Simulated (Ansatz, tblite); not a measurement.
Removing and adding an electron: the cluster Na₄H₅. Charge 0, multiplicity 2. Geometry: PBE-D4/def2-SVP, loosely relaxed. Ansatz, gas phase; energy differences of separate SCF runs; the oxidised species is a singlet (the triplet lies 3.10 eV higher at PBE0-D4/def2-TZVP); the reduced species is a singlet (the triplet lies 0.07 eV higher at PBE0-D4/def2-TZVPD).

Cartesian coordinates in Å:
```
Na 2.3991 -2.1804 0.5065
Na -0.6779 -0.8627 0.5447
Na -0.7602 2.9822 -1.2220
Na 1.9363 1.1022 -0.9239
H -2.7854 0.6734 0.2750
H 0.4364 -2.4898 1.0660
H -3.3994 0.3108 0.5747
H -0.2519 0.9670 -0.3978
H 3.1030 -0.5027 -0.4232
```

The xTB rows come from tblite. In the doublet, H5 and H7 lie 0.77 Å apart (atoms count from 1), so H2 has formed as a molecule. The structure comes from a short search, and lower isomers may exist.

**Question.** Estimate orbital energies and vertical ionisation energies and electron affinities at: GFN1-xTB; GFN2-xTB; PBE-D4/def2-TZVP; PBE-D4/def2-TZVPD; r2SCAN-D4/def2-TZVP; PBE0-D4/def2-TZVP; PBE0-D4/def2-TZVPD.

**Answer.** 
| level | −HOMO (eV) | vertical IE (eV) | −LUMO (eV) | vertical EA (eV) | HOMO–LUMO gap (eV) | IE − EA (eV) | remarks |
| --- | --- | --- | --- | --- | --- | --- | --- |
| GFN1-xTB | – | 7.85 | – | 4.41 | – | 3.45 | loose geometry (+1 singlet), loose geometry (-1 singlet), loose geometry (doublet) |
| GFN2-xTB | – | 8.59 | – | 3.20 | – | 5.38 | loose geometry (+1 singlet), loose geometry (-1 singlet), loose geometry (doublet) |
| PBE-D4/def2-TZVP | 2.46 | 4.49 | 1.58 | – | 0.88 | – | loose geometry (+1 singlet), loose geometry (doublet) |
| PBE-D4/def2-TZVPD | 2.46 | – | 1.58 | 0.40 | 0.88 | – | HOMO above zero (-1 singlet), loose geometry (-1 singlet), loose geometry (doublet), restricted singlet, untested (-1 singlet) |
| r2SCAN-D4/def2-TZVP | 2.48 | 4.34 | 1.47 | – | 1.01 | – | loose geometry (+1 singlet), loose geometry (doublet) |
| PBE0-D4/def2-TZVP | 2.97 | 4.45 | 0.98 | – | 1.99 | – | loose geometry (+1 singlet), loose geometry (doublet) |
| PBE0-D4/def2-TZVPD | 2.96 | – | 0.97 | 0.29 | 1.99 | – | HOMO above zero (-1 singlet), loose geometry (-1 singlet), loose geometry (doublet), restricted singlet, untested (-1 singlet) |

Relaxing the reduced species (PBE-D4/def2-SVPD) changes its energy by -0.37 eV at PBE-D4/def2-TZVPD, so the adiabatic electron affinity to this nearest minimum is 0.77 eV. On the way the bond Na3–H8 breaks. At PBE0-D4/def2-TZVPD it is 0.70 eV. The highest occupied level of the relaxed charge -1 singlet lies above zero (up to 0.48 eV). By energy differences its removal costs 0.77 eV (each at its own geometry, to the charge 0 doublet, at PBE-D4/def2-TZVPD); the vertical value is larger still, so the positive level points to self-interaction error. In the charge -1 singlet, H5 and H7 lie 0.78 Å apart (atoms count from 1), so H2 has formed as a molecule. Run but left out: r2SCAN-D4/def2-TZVPD (charge -1 singlet: restricted singlet with a triplet 0.00 eV lower at the same geometry).   A HOMO above zero means that the electron is unbound at that level or that self-interaction error raises the level; the energy of removing that electron tells which. HOMO and LUMO are the levels of the spin that leaves or enters (xTB has no such levels and no spin-polarisation term). Other spin states of the ions may lie lower, which would lower the ionisation energy or raise the affinity. Raw xTB energy differences between charge states are shifted by several eV; the methods need an empirical correction for them.
